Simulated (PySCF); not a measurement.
Worked example: chemical shift, span and skew from a shielding tensor

AlH3OSe, SMILES [OH][AlH][SeH]. Atoms are numbered in the order given.

```xyz
6

Al    -0.5680    -1.1443     0.0000
H     -2.0984    -1.5665     0.0000
O      0.7115    -2.2839     0.0000
H      0.5297    -3.2342     0.0000
Se     0.0524     1.0957     0.0000
H      1.4797     0.6928     0.0000
```

Coordinates come from a PBE-D3(BJ)/def2-TZVP optimisation. The values are those of a single conformer.

GIAO shieldings from HF/pcSseg-2 (PySCF), non-relativistic, no solvent. The symmetric part of the tensor of Se5 has the principal values 2018.9, 2247.0, 2621.6 ppm. The same nucleus in Me2Se has σ = 1901.4 ppm at this level (PySCF, at its B3LYP-D3(BJ)/def2-TZVP geometry).

**Question.** Work out the isotropic shielding, the ⁷⁷Se shift against Me2Se, the span and the skew.

**Answer.** 
σ(iso) = (σ11 + σ22 + σ33)/3 = 2295.8 ppm. δ = σ(ref) − σ(iso) = 1901.4 − (2295.8) = -394.4 ppm.
Span Ω = σ33 − σ11 = 602.7 ppm. Skew κ = 3(σ(iso) − σ22)/Ω = 0.24. Tumbling in solution averages the tensor to δ; in a static solid the shielding alone would spread this spin-1/2 line over Ω.
